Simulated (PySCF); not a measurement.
Several molecules and their computed UV-vis stick spectra, shuffled. The calculation used TDDFT CAM-B3LYP/def2-SVPD, vertical, gas phase, core orbitals frozen in the response (PySCF 2.14.0, density-fitted response routines). Geometries: PBE0-D3(BJ)/def2-SVP; one conformer of each isolated species. Triplets are in the Tamm–Dancoff approximation. Ions are computed without counter-ions or solvent.

A. `O=S(=O)(O)[C@@H]1C=CC1`
B. `[OH3+]`
C. `COB(N)Cl`

Lowest singlet levels (six at most, fewer where fewer were computed) with oscillator strengths:

1. 108 nm (f 0.041); 90 nm (f 0.023 summed over 2 states); 76 nm (f 0.001 summed over 3 states); 74 nm (f 0.326 summed over 2 states); 68 nm (f 0.155) [of 10 roots; the last level is left out, as the window may have cut its degenerate partner]; T1 10.67 eV
2. 178 nm (f 0.203); 166 nm (f 0.004); 163 nm (f 0.008); 159 nm (f 0.028); 156 nm (f 0.002); 154 nm (f 0.009)
3. 174 nm (f 0.024); 157 nm (f 0.035); 153 nm (f 0.031); 148 nm (f 0.001); 144 nm (f 0.012); 144 nm (f 0.003); T1 6.85 eV

Question: Match each spectrum to its molecule.

Answer: 1 = B, 2 = A, 3 = C.
- A: S1 at 6.97 eV, HOMO→LUMO (92%); Löwdin shares by element: HOMO carbon 78% (atoms not listed hold the other 22%); LUMO carbon 63% or more, hydrogen 6% or more, sulfur 5% (atoms not listed hold the other 25%); HOMO -9.36 and LUMO 0.52 eV.
- B: S1 at 11.46 eV, HOMO→LUMO (99%); Löwdin shares by element: HOMO oxygen 86%, hydrogen 14%; LUMO hydrogen 54%, oxygen 46%; HOMO -22.31 and LUMO -6.35 eV; point group C3v, 3 of its 9 listed states under f = 0.0005.
- C: S1 at 7.12 eV, HOMO→LUMO (89%); Löwdin shares by element: HOMO nitrogen 52%, chlorine 17%, boron 10%, oxygen 10%; LUMO boron 49%, hydrogen 16% or more, carbon 10% (atoms not listed hold the other 26%); HOMO -9.63 and LUMO 0.64 eV; point group Cs.
A and C have S1 within 0.15 eV of each other; their strongest listed levels stand at 6.97 eV (f 0.203) and 7.87 eV (f 0.035).
